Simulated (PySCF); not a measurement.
Broadened absorption spectrum of C6H9ClSi

Species: C6H9ClSi.
InChI=1S/C6H9ClSi/c1-4-2-5(4)6(7)3-8-6/h5H,1-3,8H2/t5-,6-/m0/s1

Method used: PySCF, TDDFT B3LYP/def2-SVPD, vertical, gas phase, core orbitals frozen in the response. Isolated species at its GFN2-xTB geometry (one conformer only). Torsions of this conformer, `[CH2:1]=[C:2]1[CH2:3][C@@H:4]1[C@:5]1([Cl:6])[CH2:7][SiH2:8]1`: C3–C4–C5–Cl6 83°.

Computed states:

```
state  E (eV)       f
   S1    5.12   0.044
   S2    5.59   0.039
   S3    5.77   0.078
   S4    6.04   0.028
   S5    6.11  0.0048
   S6    6.29  0.0047
   S7    6.37   0.018
   S8    6.40   0.059
```

Broadening: Gaussians 0.5 eV wide at half height, area fixed by f = 4.319×10⁻⁹ ∫ε dν̃. The cross-section is σ = 3.8235×10⁻²¹ ε cm², given in Mb (10⁻¹⁸ cm²). The width is an assumption, not a result. The curve ends short of the highest state used, and states not computed would add to its high-energy end.

**Question.** What does the envelope look like, and where are its maxima?

**Answer.** 
```json
{"E (eV)": "4.37", "σ (Mb)": "0.02"}
{"E (eV)": "4.41", "σ (Mb)": "0.04"}
{"E (eV)": "4.45", "σ (Mb)": "0.07"}
{"E (eV)": "4.49", "σ (Mb)": "0.12"}
{"E (eV)": "4.53", "σ (Mb)": "0.20"}
{"E (eV)": "4.57", "σ (Mb)": "0.33"}
{"E (eV)": "4.61", "σ (Mb)": "0.53"}
{"E (eV)": "4.65", "σ (Mb)": "0.82"}
{"E (eV)": "4.69", "σ (Mb)": "1.21"}
{"E (eV)": "4.73", "σ (Mb)": "1.74"}
{"E (eV)": "4.78", "σ (Mb)": "2.60"}
{"E (eV)": "4.82", "σ (Mb)": "3.45"}
{"E (eV)": "4.86", "σ (Mb)": "4.42"}
{"E (eV)": "4.90", "σ (Mb)": "5.47"}
{"E (eV)": "4.94", "σ (Mb)": "6.54"}
{"E (eV)": "4.98", "σ (Mb)": "7.57"}
{"E (eV)": "5.02", "σ (Mb)": "8.48"}
{"E (eV)": "5.06", "σ (Mb)": "9.23"}
{"E (eV)": "5.10", "σ (Mb)": "9.78"}
{"E (eV)": "5.14", "σ (Mb)": "10.13"}
{"E (eV)": "5.18", "σ (Mb)": "10.33"}
{"E (eV)": "5.22", "σ (Mb)": "10.46"}
{"E (eV)": "5.27", "σ (Mb)": "10.68"}
{"E (eV)": "5.31", "σ (Mb)": "11.03"}
{"E (eV)": "5.35", "σ (Mb)": "11.64"}
{"E (eV)": "5.39", "σ (Mb)": "12.57"}
{"E (eV)": "5.43", "σ (Mb)": "13.85"}
{"E (eV)": "5.47", "σ (Mb)": "15.43"}
{"E (eV)": "5.51", "σ (Mb)": "17.22"}
{"E (eV)": "5.55", "σ (Mb)": "19.11"}
{"E (eV)": "5.59", "σ (Mb)": "20.93"}
{"E (eV)": "5.63", "σ (Mb)": "22.54"}
{"E (eV)": "5.67", "σ (Mb)": "23.80"}
{"E (eV)": "5.71", "σ (Mb)": "24.61"}
{"E (eV)": "5.76", "σ (Mb)": "24.93"}
{"E (eV)": "5.80", "σ (Mb)": "24.64"}
```

Maxima: 215 nm (5.75 eV), ε about 6500, made up of S2 (24%) and S3 (65%) (ε in L mol⁻¹ cm⁻¹; maxima over ε = 5, shares over 10%).

**Question.** On this curve, what absorbance would a 10⁻³ mol/L sample give at 254 nm over a 1 cm path?

**Answer.** 254 nm is 4.881 eV, where ε is about 1300 L mol⁻¹ cm⁻¹, so A = ε c l ≈ 1.3 (Beer–Lambert, with the gas-phase spectrum and the assumed width).

**Question.** Coming from long wavelengths, where does ε first pass 100 L mol⁻¹ cm⁻¹?

**Answer.** At about 271 nm (4.58 eV), 0.53 eV below S1.

**Question.** What would ε be at 5.75 eV, the highest of these maxima, with half the width (0.25 eV)?

**Answer.** About 9780 L mol⁻¹ cm⁻¹ against 6520, a factor of about 1.5; a lone state at its own centre would give exactly 2.
